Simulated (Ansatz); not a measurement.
A nudged elastic band was laid between two geometries of H5N3OW (10 atoms, charge 0, multiplicity 1).

The calculation used Ansatz 0.2.0, RKS PBE-D4/def2-SVP.

```json
{
  "movable images": "7",
  "climbing image": "yes",
  "spring": "5.0 eV/Å²",
  "optimiser": "quadratic models (default)",
  "start path": "through a guess of the saddle point",
  "force threshold": "0.03 eV/Å",
  "iteration limit": "60",
  "end points": "relaxed"
}
```

First end point:

```xyz
10
Properties=species:S:1:pos:R:3
N -1.355 0.331 -1.257
W 0.048 0.187 -0.185
N 1.263 -0.996 -0.706
N -0.631 -0.453 1.545
O 0.863 1.935 -0.069
H -1.955 0.153 -2.066
H 1.668 -1.704 -1.323
H -0.129 -1.107 2.150
H -1.599 -0.341 1.857
H 1.828 1.995 0.055
```

Last end point:

```xyz
10
Properties=species:S:1:pos:R:3
N -1.171 0.490 -1.214
W 0.196 0.097 -0.153
N 1.215 -1.237 -0.720
N -0.584 -0.483 1.554
O 1.331 1.650 0.029
H -1.770 0.393 -2.038
H 1.548 -1.982 -1.336
H -1.533 -0.248 1.858
H -0.183 -1.211 2.151
H 0.950 2.532 -0.132
```

Which bonds break or form, and what moves?

No bond is made or broken. The dihedral O5–W2–N4–H9 goes from 95 to -95°. The two ends are copies of one structure, up to a mirror image or an exchange of like atoms.

What energy profile does the band end with?

The run converged. The highest image is number 5 of 0 to 8, 8.9 kcal/mol above the ends, which have the same energy within 2 meV. The profile has 2 maxima (images 1, 5) with wells between them (image 2): this band takes more than one step, which may be the mechanism or a detour left from its start path. A vibrational analysis at the climbing image gives one clearly imaginary mode, 454i cm⁻¹: a first-order saddle point.

```
image  path coordinate (Å)  energy (kcal/mol)  dihedral O5–W2–N4–H9 (°)
    0                 0.00                0.0                        95
    1                 0.72                0.8                       100
    2                 1.44                0.5                        94
    3                 2.17                0.9                       125
    4                 2.89                5.0                       165
    5                 3.61                8.9                      -171
    6                 4.23                5.3                      -161
    7                 4.86                1.4                      -129
    8                 5.48                0.0                       -95
```

What is the geometry of the highest image?


```xyz
10
Properties=species:S:1:pos:R:3:forces:R:3
N -1.130 0.535 -1.240 0.01 -0.01 -0.01
W 0.173 0.105 -0.116 -0.01 0.00 0.01
N 1.115 -1.235 -0.786 0.00 0.00 -0.01
N -0.662 -0.523 1.567 0.01 0.01 -0.01
O 1.321 1.623 0.158 0.00 0.00 0.00
H -1.658 0.396 -2.105 0.00 0.00 0.00
H 1.402 -1.947 -1.459 0.00 0.00 0.00
H -0.432 -0.078 2.461 0.00 -0.01 0.00
H -1.209 -1.373 1.713 0.00 0.00 0.00
H 1.080 2.499 -0.194 0.00 0.00 0.00
```

Run time: 3.4 min on 2 threads of Intel(R) Xeon(R) Platinum 8375C CPU @ 2.90GHz (Ice Lake) (shared host), peak memory 0.19 GiB.
